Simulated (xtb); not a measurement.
CdFH3Si, SMILES [F][Cd][SiH3]. All values are semi-empirical tight-binding results from xtb (GFN2-xTB unless named), good for trends rather than for accurate numbers. The structure is a stationary point at GFN2-xTB.

For metal compounds this method's bond lengths and energies can be far off.

Computed properties:
The orbital gap is 3.13 eV, the zero-point energy is 14.6 kcal/mol and the G − E(el) at 298.15 K (modified RRHO) comes out as -5.0 kcal/mol.
